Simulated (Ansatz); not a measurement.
Ansatz (a program for electronic structure) input:

Ansatz 0.2 input:
```yaml
crystal:
  periodic: [false, false, false]
  atoms:
    - {symbol: Os, position_ang: [-0.00000000, -0.00000000, -0.38114701]}
    - {symbol: O, position_ang: [0.00000000, 0.00000000, 2.56525717]}
    - {symbol: C, position_ang: [0.00000000, 0.00000000, 1.40751920]}
basis:
  gaussian:
    orbitals: def2-TZVP
hamiltonian:
  xc: b3lyp
  dispersion: d3bj
magnetization: {spin_polarized: true, initial_magnetization: 2}
phonons: {temperatures: {t_min: 298.15, t_max: 298.15, t_step: 100}}
```

Problem. Predict the final energy.

Solution. -204.04575 Eh (B3LYP-D3(BJ)/def2-TZVP). The basis has 102 functions.

The spin state was set by rule; other spins were not relaxed.
